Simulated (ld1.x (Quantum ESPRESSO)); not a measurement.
Before and after: TM potential for S (Z = 16)

| Property | Result |
| --- | --- |
| Element | S (Z = 16) |
| Generator | ld1.x (Quantum ESPRESSO) 7.5 |
| Type | norm-conserving Troullier–Martins (Kleinman–Bylander form) |
| Functional | PBE |
| Relativity | fully relativistic |
| Frozen core | [Ne] |
| Valence charge | 6 |
| Reference configuration | 3s2 3p4 |
| Partial waves | 3p (bound): rc 1.60 bohr; 3d channel at 0.1 Ry: rc 1.60 bohr; 3s (bound): rc 1.45 bohr |
| Local potential | the s channel |
| Core correction | Bessel-smoothed model core inside 1.15 bohr |

Open shells are filled in proportion to 2j + 1 (rel_dist='average').

All-electron outer shells of the reference configuration (PBE, scalar-relativistic, ld1.x):

```csv
shell,level (eV),outermost node (bohr),outermost maximum (bohr)
2s,-211.71,0.13,0.39
2p,-156.51,–,0.33
3s,-17.26,0.60,1.40
3p,-7.01,0.58,1.61
```

Change: core correction none.

Cutoffs: the cutoffs (Ry, on a coarse ladder) from which the occupation-weighted sum of valence levels, in a spherical-Bessel basis at the reference potential, stays within 10 and 1 mRy of its value at 400 Ry; they do not see the model core or the augmentation charge, which bear on the density cutoff. Errors are all-electron minus pseudo energies relative to the spin-unpolarised reference configuration.

Problem. What does the change do?

Solution. The potential gets neither clearly harder nor softer (40 Ry and 60 Ry → 40 Ry and 60 Ry); of the 7 tests that both files solve, the error grows in 0 and shrinks in 5 by more than 15 % and 0.3 meV (median size 4.1 → 2.8 meV); neither file shows a bound ghost.

```csv
quantity,base,changed
"cutoff, loose",40 Ry,40 Ry
"cutoff, tight",60 Ry,60 Ry
bound ghosts,none,none
"error for 3s2 3p3, meV [ΔE 11.77 eV]",+4.1,+2.8
"error for 3s2 3p2, meV [ΔE 34.05 eV]",+27,+19
"error for 3s2 3p1, meV [ΔE 68.09 eV]",+90,+68
"error for 3s2 3p3.5, meV [ΔE 4.66 eV]",+0.7,+0.5
"error for 3s2 3p0, meV [ΔE 114.89 eV]",+222,+186
"error for 3s2 3p4.3, meV [ΔE -1.71 eV]",+0.2,+0.1
"error for 3s1 3p5, meV [ΔE 10.31 eV]",-0.6,0.0
s: phases at 1.75 bohr within 0.05 rad from the reference energy up to (Ry; the scan ends near 5),to the end of the scan,to the end of the scan
p1/2: phases at 1.75 bohr within 0.05 rad from the reference energy up to (Ry; the scan ends near 5),to the end of the scan,to the end of the scan
p3/2: phases at 1.75 bohr within 0.05 rad from the reference energy up to (Ry; the scan ends near 5),to the end of the scan,to the end of the scan
d3/2: phases at 1.75 bohr within 0.05 rad from the reference energy up to (Ry; the scan ends near 5),to the end of the scan,to the end of the scan
d5/2: phases at 1.75 bohr within 0.05 rad from the reference energy up to (Ry; the scan ends near 5),to the end of the scan,to the end of the scan
```
